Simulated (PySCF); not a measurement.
## C₅H₄F₄O₂: full NMR table

```
Formula                               : C5H4F4O2
SMILES                                : F[C@@H]1C=CO[C@H]1OC(F)(F)F
InChI                                 : InChI=1S/C5H4F4O2/c6-3-1-2-10-4(3)11-5(7,8)9/h1-4H/t3-,4+/m1/s1
Point group of the computed structure : C1
Degrees of unsaturation               : 2
Carbon signals                        : 5
Proton signals                        : 4
```

Atom-mapped SMILES (the numbers label the heavy atoms): `[F:1][C@@H:2]1[CH:3]=[CH:4][O:5][C@H:6]1[O:7][C:8]([F:9])([F:10])[F:11]`. Each H is labelled by its parent atom.

Calculated, not measured (PySCF 2.14): shielding tensors at PBE0/pcSseg-1 (GIAO), geometry: GFN2-xTB. Single conformer, fast rotation and ring inversion assumed for equivalent nuclei, non-relativistic Hamiltonian, no solvent.

Scale: TMS for 1H and 13C; 19F vs CFCl3; 17O against H2O (reference shieldings calculated alike).

```tsv
carbon	δC, type	δH (multiplicity)	HMBC from (2–3 bonds)	span of the C tensor (ppm)
C2	104.4, CH	6.03 (m)	H(C4), H(C6), H(C3)	61
C3	107.5, CH	5.63 (m)	H(C4), H(C6), H(C2)	164
C4	160.8, CH	6.77 (m)	H(C6), H(C2), H(C3)	161
C6	109.0, CH	6.26 (m)	H(C4), H(C2), H(C3)	33
C8	130.3, C	–	H(C6)	13
```

Other nuclei:
| atoms | nucleus | environment | δ (ppm) | σ (ppm) |
| --- | --- | --- | --- | --- |
| F9/F10/F11 | 19F | fluorine of an OCF3 group | -73.8 | 244.7 |
| F1 | 19F | fluorine on an sp3 carbon | -200.4 | 371.3 |
| O5 | 17O | ether oxygen | 176.4 | 159.7 |
| O7 | 17O | ether oxygen | 157.7 | 178.4 |

1. Carbon types of the structure: 1 × C, 4 × CH, which accounts for all hydrogens.
2. δC 160.8: alkene carbon bearing oxygen; an sp2 carbon further deshielded by the attached heteroatom.
3. δC 130.3: CF3 carbon; 4 electronegative neighbours deshield it.
4. δC 109.0: sp3 carbon bearing two oxygens; 2 electronegative neighbours deshield it.
5. δC 107.5: β carbon of an enol-ether or enamine type C=C; the O or N lone pair pushes π density onto this β carbon and shields it.
6. δC 104.4: allylic sp3 CH bonded to F; the inductive effect lowers its shielding.

Splittings by 19F in the carbon and heteronuclear signals aren't shown, as no couplings were computed. Shifts are as computed. Against solution values, carbons near 30 ppm lie about +3 ppm off and those near 130 ppm about +5 ppm. Of 1309 compounds with measured shifts, 239 miss one by over three times the rms of a fit or turn the order of signals round; such compounds aren't used in these exercises. Unscaled 19F shifts against computed CFCl3 carry errors that often reach 10 to 50 ppm. Experimental scales use liquid or dissolved standards, which lie at an offset from isolated H2O (liquid H2O: subtract about 36 ppm). No couplings were computed; multiplicities are counted from neighbouring protons, with m where these are inequivalent, close in shift, in a saturated or five-membered ring or joined by F or P, and br s for small geminal =CH2 splittings.
